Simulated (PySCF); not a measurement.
An excited-state job on `C[SiH2][Si]([SiH3])([SiH3])[SiH3]`.

Method: TDDFT B3LYP/def2-SVPD, vertical, gas phase, core orbitals frozen in the response (PySCF 2.14.0, density-fitted response routines). Geometry: PBE0-D3(BJ)/def2-SVP. A driver script takes a list of jobs; this job's settings line and coordinates (Å) are shown.

Input:
```
{"job": {"kind": "uv", "xc": "B3LYP", "basis": "def2-SVPD", "ip": true}, "charge": 0, "multiplicity": 1}
C      2.759381     0.850607    -0.218974
Si     1.645684    -0.567054    -0.766096
Si    -0.542114    -0.227395     0.007819
Si    -1.396298     1.730101    -0.953010
Si    -1.918573    -2.031075    -0.569033
Si    -0.487232     0.002447     2.337619
H      2.379729     1.812103    -0.597176
H      2.804686     0.909757     0.879246
H      3.783139     0.710360    -0.599082
H      1.619572    -0.667855    -2.260624
H      2.153305    -1.870714    -0.230489
H     -0.510625     2.893027    -0.629850
H     -2.769967     2.021669    -0.437646
H     -1.461121     1.582199    -2.440427
H     -1.972683    -2.181875    -2.056434
H     -1.387696    -3.297509     0.024296
H     -3.307634    -1.807876    -0.059774
H      0.121011    -1.216366     2.956937
H      0.341921     1.189961     2.716173
H     -1.864768     0.186841     2.890435
```

Question: Give the output.

Answer: 
```
coarse grid: 17888 points
cycle   1  E = -1493.4032648079  dE = -3.623e-01  |g| = 3.434e-01  |ddm| = 5.193e+00
cycle   2  E = -1493.3919419880  dE =  1.132e-02  |g| = 3.906e-01  |ddm| = 9.468e-01
cycle   3  E = -1493.4345487160  dE = -4.261e-02  |g| = 4.361e-02  |ddm| = 4.884e-01
cycle   4  E = -1493.4351211350  dE = -5.724e-04  |g| = 1.357e-02  |ddm| = 1.033e-01
cycle   5  E = -1493.4351942289  dE = -7.309e-05  |g| = 3.340e-03  |ddm| = 3.987e-02
cycle   6  E = -1493.4351988972  dE = -4.668e-06  |g| = 6.298e-04  |ddm| = 8.528e-03
final grid: 146048 points
cycle   7  E = -1493.6253267444  dE = -1.713e-05  |g| = 3.029e-03  |ddm| = 7.907e-02
cycle   8  E = -1493.6253253192  dE =  1.425e-06  |g| = 3.857e-03  |ddm| = 9.324e-03
cycle   9  E = -1493.6253294148  dE = -4.096e-06  |g| = 2.212e-04  |ddm| = 4.509e-03
cycle  10  E = -1493.6253294318  dE = -1.708e-08  |g| = 8.492e-05  |ddm| = 6.879e-04
cycle  11  E = -1493.6253294346  dE = -2.798e-09  |g| = 2.424e-05  |ddm| = 2.256e-04
cycle  12  E = -1493.6253294349  dE = -2.401e-10  |g| = 3.551e-06  |ddm| = 6.367e-05
converged SCF energy = -1493.6253294349

Static polarisability (au): isotropic 168.558, principal 163.835 164.793 177.045

Singlet excitations
state   eV       nm        f      main configurations
  1   6.1852    200.5   0.00983   H->L 0.85
  2   6.2547    198.2   0.00376   H->L+1 0.91
  3   6.2762    197.5   0.00423   H->L+2 0.87
  4   6.3340    195.7   0.00182   H-2->L 0.54, H-1->L 0.25
  5   6.3430    195.5   0.00485   H-1->L 0.38, H-2->L 0.29, H->L+3 0.16
  6   6.4174    193.2   0.00134   H->L+4 0.68
  7   6.4254    193.0   0.00064   H-2->L+1 0.35, H-1->L+2 0.34, H-1->L+1 0.14
  8   6.4490    192.3   0.01358   H-2->L+2 0.26, H-2->L+4 0.23, H-1->L 0.12
  9   6.5108    190.4   0.00155   H-2->L+3 0.28, H-1->L+1 0.28, H->L+3 0.15
 10   6.5283    189.9   0.00102   H-1->L+4 0.37, H-1->L+3 0.29, H->L+3 0.12

Triplet excitations (Tamm-Dancoff, eV): 5.6623 5.8020 5.8485 5.8659
Vertical ionisation energy (delta-SCF) = 9.2655 eV
```

The SCF starts on a coarse grid where the log names one; the energy can jump when the final grid takes over, and dE then counts from the start density on the new grid. H and L stand for HOMO and LUMO; the number after each pair is its weight.

Question: Give the mean polarisability as a volume in Å³, and the ratio of the largest to the smallest principal value.

Answer: 168.558 au × 0.148185 = 24.98 Å³; 177.045/163.835 = 1.08.

Question: Give S1 in cm⁻¹ and kJ/mol.

Answer: 6.1852 eV × 8065.54 = 49887 cm⁻¹; × 96.485 = 596.8 kJ/mol.

Summary of the converged run: HOMO -7.56 eV, LUMO -0.52 eV; lowest singlet 6.19 eV; lowest triplet 5.66 eV (Tamm–Dancoff); mean polarisability 168.6 au.

Question: Estimate the wall time. Hardware: one thread, x86-64 server (shared host).

Answer: About 5.7 min.
Labels such as C1 count atoms from 1, the log's own numbers from 0.
